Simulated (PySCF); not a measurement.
**Correlation energy of Sc (scandium, neutral)**

[Ar] 3d1 4s2, 2D determinant. Computed with PySCF 2.14 in pcseg-2, with the non-relativistic Hamiltonian (point nucleus). Frozen: [Ar]; 3 electrons correlated.

MP2 pair energies summed by pair of shells (mhartree):

```csv
pair,energy,share (%)
4s-4s,-19.14,73.5
3d-4s,-6.91,26.5
```

Total MP2 correlation energy: -26.05 mhartree.

Same-spin part -2.70 and opposite-spin part -23.34 mhartree; SCS-MP2 scales them by 1/3 and 6/5 to -28.91 mhartree.
